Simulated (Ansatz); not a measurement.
Program: Ansatz. Geometries: PBE0-D4/def2-TZVP. ΔE: electronic, gas phase. CCSD(T)/CBS is the MP2 limit (def2-TZVPP, def2-QZVPP) plus CCSD(T) − MP2 in def2-TZVPP, frozen cores. This one scheme is used for every species. DFT in def2-TZVPP. For Ge, Se outer-core shells are correlated without core-valence functions, which leaves a few kJ/mol of doubt a bond. Scalar relativity is left out up to krypton.

Reaction (ligand exchange at a Ge–C bond): `S=[CH][GeH3]` + `[GeH3][SeH]` → `[GeH3][Se][GeH3]` + `C=S`

`S=[CH][GeH3]`:

```xyz
7

S     0.428   -2.347    0.337
C    -0.412   -1.051   -0.105
Ge    0.239    0.794    0.049
H    -1.415   -1.184   -0.521
H     0.240    1.435   -1.350
H    -0.729    1.586    0.945
H     1.648    0.768    0.646
```

`[GeH3][SeH]`:

Cartesian coordinates in Å:
```
Ge 0.062 0.122 0.584
Se -1.059 -0.402 -1.421
H 0.770 1.480 0.464
H -1.040 0.183 1.648
H 1.083 -0.972 0.928
H 0.184 -0.410 -2.204
```

`[GeH3][Se][GeH3]`:

Cartesian coordinates in Å:
```
Ge 0.843 -1.212 0.926
Se 1.247 1.004 0.244
Ge -0.786 1.258 -0.915
H -0.416 -1.269 1.807
H 2.080 -1.642 1.723
H 0.651 -2.113 -0.304
H -1.968 1.072 0.051
H -0.878 0.221 -2.046
H -0.774 2.681 -1.486
```

`C=S`:

Cartesian coordinates in Å:
```
C -0.097 -0.051 -0.006
S 1.319 0.688 0.077
H -0.220 -1.017 -0.496
H -1.002 0.379 0.424
```

```json
{"level": "PBE", "ΔE (eV)": "-0.73"}
{"level": "r2SCAN0", "ΔE (eV)": "-0.80"}
```

Problem. What does CCSD(T)/CBS give? (An estimate is asked.)

Solution. The calculation gave: -0.78 eV. The listed levels differ from it by 0.05, -0.02 eV.

Problem. What do rigid-rotor, harmonic-oscillator terms from PBE0-D4/def2-TZVP frequencies (298.15 K, 1 bar) make of the CCSD(T)/CBS value? (Best estimate.)

Solution. Computed: ΔZPE = +0.07 eV, ΔH = -0.70 eV, ΔS = -9 J/(mol·K), ΔG = -0.68 eV.

Largest T1 diagnostic among the species: 0.016.

From BLYP to BHLYP (50 % exact exchange), in def2-TZVPP and without D4, ΔE moves by −0.08 eV. In def2-TZVPP, CCSD(T) changes the Hartree–Fock value by +0.07 eV (the triples alone add +0.01 eV) and MP2 by +0.04 eV. At CCSD(T), def2-SVP lies +0.03 eV from the extrapolated value and def2-TZVPP +0.02 eV.
